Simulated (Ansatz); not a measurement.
`[SiH3][CH](S)[SbH2]` + H₂O → `[OH][SbH2]` + `[SiH3]CS` at 298.15 K and 1 bar (formal hydrolysis of the Sb–C bond).

Computed with Ansatz on PBE0-D4/def2-TZVP structures; ΔE is electronic, products minus reactants. CCSD(T)/CBS is the MP2 limit (def2-TZVPP, def2-QZVPP) plus CCSD(T) − MP2 in def2-TZVPP, frozen cores. This one scheme is used for every species. Elements past krypton have def2 core potentials. For Sb outer-core shells are correlated without core-valence functions, which leaves a few kJ/mol of doubt a bond. Each species was taken in one conformer, which may not be the lowest.

| species | CCSD(T)/CBS energy (Eh) | H − E (kJ/mol) | S (J/(mol·K)) |
| --- | --- | --- | --- |
| `[SiH3][CH](S)[SbH2]` | -969.10537 | 194.3 | 376.5 |
| H₂O | -76.37941 | 66.4 | 188.7 |
| `[OH][SbH2]` | -316.98030 | 82.9 | 277.2 |
| `[SiH3]CS` | -728.50660 | 178.2 | 307.0 |

H − E and S are ideal-gas, rigid-rotor, harmonic terms from PBE0-D4/def2-TZVP, for one conformer and one mirror image of each species. 1 Eh = 2625.50 kJ/mol, R = 8.31446 J/(mol·K).

Task: By hand: ΔE, ΔH, ΔS and ΔG.

Result: ΔE = (-316.98030) + (-728.50660) − (-969.10537) − (-76.37941) = -0.00212 Eh = -5.6 kJ/mol. Δ(H − E) = 82.9 + 178.2 − 194.3 − 66.4 = 0.4, so ΔH = -5.2 kJ/mol. ΔS = 277.2 + 307.0 − 376.5 − 188.7 = 19.0 J/(mol·K). ΔG = -5.2 − 298.15 × (19.0)/1000 = -10.9 kJ/mol.

Task: By hand: the equilibrium constant, and the temperature at which ΔG would vanish if ΔH and ΔS stayed fixed.

Result: log₁₀ K = −ΔG/(RT ln 10) = 1.9. ΔH and −TΔS have one sign here, so there is no such temperature. One of them is within its doubt of zero, so this could turn.

TΔS isn't small against ΔH here. A doubt of 5 kJ/mol in ΔE shifts log₁₀ K by 0.9 here. Other conformers and mirror images would add mixing entropy, several J/(mol·K) or more a flexible species. These are equilibria of isolated gas molecules and say nothing of rates. Largest T1 diagnostic: 0.014 (customary marks: 0.02 for closed shells, 0.045 for open ones).
